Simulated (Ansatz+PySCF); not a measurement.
doublet YO: levels of theory in one basis

```xyz
2

Y     0.0079   -0.0063   -0.3539
O     0.0196    0.0458    1.4821
```

Basis set: def2-SVP (spherical functions, with the set's core potentials past Kr). Correlated methods keep 1 orbital frozen. Correlation on ROHF uses semicanonical orbitals with singles. Charge 0, multiplicity 2.

Computed with Ansatz (development build ahead of 0.2.0); each method stands on the lowest determinant of its kind that the runs found.

```
      method  E − E(ROHF) (eV)  <S²> of the determinant
        ROHF              0.00                     0.75
         UHF             -0.01                     0.76
    ROHF-MP2            -10.24                        –
     UHF-MP2            -10.24                     0.76
   ROHF-CCSD             -9.89                        –
ROHF-CCSD(T)            -10.38                        –
 UHF-CCSD(T)            -10.38                     0.76
```

(1) Is a single determinant a sound starting point here?

## Answers

(1) Only with care. Unrestricted orbitals gain 0.01 eV and <S²> is 0.76 against 0.75 for a pure state, but several determinants compete.

Caution for ROHF, ROHF-MP2, ROHF-CCSD, ROHF-CCSD(T): the determinant may break the point group.
